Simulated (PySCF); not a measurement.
## `Nc1ccccn1`: 4 charge schemes on one density

C5H6N2.
Geometry (PBE0-D3(BJ)/def2-TZVP, Å), atoms numbered from 1 in this order:
```xyz
13
C5H6N2 angstrom
N      2.2938   -0.0204    0.2483
C      0.9299   -0.0754    0.1165
C      0.1847    1.0643   -0.2191
C     -1.1862    0.9532   -0.2883
C     -1.7897   -0.2710   -0.0224
C     -0.9636   -1.3324    0.2987
N      0.3609   -1.2525    0.3652
H      2.7476   -0.9185    0.2646
H      2.7821    0.7052   -0.2457
H      0.6817    2.0078   -0.4130
H     -1.7858    1.8187   -0.5476
H     -2.8635   -0.3973   -0.0643
H     -1.3861   -2.3110    0.5113
```

Density: PBE0/pcSseg-2 (PySCF); schemes: Mulliken, IAO, Hirshfeld and ESP-fitted. Isolated species at its PBE0-D3(BJ)/def2-TZVP geometry, gas phase.

**Question.** At which atom do the 4 schemes differ most?

**Answer.** At C2: from +0.103 (Hirshfeld) to +0.869 e (ESP-fitted), 0.766 e apart.

**Question.** Do the Mulliken, IAO, Hirshfeld and ESP-fitted schemes agree on where the charge is highest?

**Answer.** The schemes don't all agree: Mulliken C2 (+0.341); IAO H8 (+0.288); Hirshfeld H9 (+0.133); ESP-fitted C2 (+0.869).

**Question.** What partial charge does each atom carry?

**Answer.** In e:

```json
{"atom": "N1", "environment": "aniline-type nitrogen", "Mulliken": "-0.302", "IAO": "-0.531", "Hirshfeld": "-0.199", "ESP-fitted": "-0.834"}
{"atom": "C2", "environment": "aromatic carbon bearing nitrogen", "Mulliken": "+0.341", "IAO": "+0.259", "Hirshfeld": "+0.103", "ESP-fitted": "+0.869"}
{"atom": "C3", "environment": "aromatic CH carbon", "Mulliken": "-0.127", "IAO": "-0.233", "Hirshfeld": "-0.080", "ESP-fitted": "-0.676"}
{"atom": "C4", "environment": "aromatic CH carbon", "Mulliken": "+0.053", "IAO": "-0.115", "Hirshfeld": "-0.037", "ESP-fitted": "+0.253"}
{"atom": "C5", "environment": "aromatic CH carbon", "Mulliken": "-0.115", "IAO": "-0.227", "Hirshfeld": "-0.081", "ESP-fitted": "-0.579"}
{"atom": "C6", "environment": "aromatic CH next to a ring nitrogen", "Mulliken": "+0.114", "IAO": "0.000", "Hirshfeld": "+0.010", "ESP-fitted": "+0.427"}
{"atom": "N7", "environment": "pyridine-type nitrogen", "Mulliken": "-0.348", "IAO": "-0.342", "Hirshfeld": "-0.189", "ESP-fitted": "-0.712"}
{"atom": "H8", "environment": "N–H hydrogen", "Mulliken": "+0.156", "IAO": "+0.288", "Hirshfeld": "+0.131", "ESP-fitted": "+0.350"}
{"atom": "H9", "environment": "N–H hydrogen", "Mulliken": "+0.141", "IAO": "+0.278", "Hirshfeld": "+0.133", "ESP-fitted": "+0.339"}
{"atom": "H10", "environment": "aromatic hydrogen", "Mulliken": "+0.011", "IAO": "+0.150", "Hirshfeld": "+0.050", "ESP-fitted": "+0.230"}
{"atom": "H11", "environment": "aromatic hydrogen", "Mulliken": "+0.030", "IAO": "+0.159", "Hirshfeld": "+0.058", "ESP-fitted": "+0.089"}
{"atom": "H12", "environment": "aromatic hydrogen", "Mulliken": "+0.018", "IAO": "+0.157", "Hirshfeld": "+0.051", "ESP-fitted": "+0.197"}
{"atom": "H13", "environment": "aromatic hydrogen", "Mulliken": "+0.027", "IAO": "+0.155", "Hirshfeld": "+0.051", "ESP-fitted": "+0.047"}
```

Mean size of the charges over all atoms: ESP-fitted 0.431 e, IAO 0.223 e, Mulliken 0.137 e, Hirshfeld 0.090 e. Each set sums to the total charge, 0, to within 0.001 e. The Hirshfeld scheme weights the molecular density at each point by an atom's share of the summed free-atom densities.

**Question.** How many electrons does the IAO scheme count on C3?

**Answer.** Z − q = 6 − (-0.233) = 6.233.

**Question.** Sum the charges by element.

**Answer.** 
| element | atoms | Mulliken | IAO | Hirshfeld | ESP-fitted |
| --- | --- | --- | --- | --- | --- |
| N | 2 | -0.650 | -0.873 | -0.388 | -1.546 |
| C | 5 | +0.266 | -0.315 | -0.084 | +0.294 |
| H | 6 | +0.384 | +1.188 | +0.472 | +1.252 |

**Question.** How closely do the schemes follow one another over all atoms?

**Answer.** Correlation coefficient and root-mean-square difference: IAO with Hirshfeld 0.98, 0.151 e; Mulliken with ESP-fitted 0.95, 0.341 e; Mulliken with Hirshfeld 0.90, 0.096 e; Hirshfeld with ESP-fitted 0.87, 0.418 e; IAO with ESP-fitted 0.87, 0.313 e; Mulliken with IAO 0.87, 0.134 e.
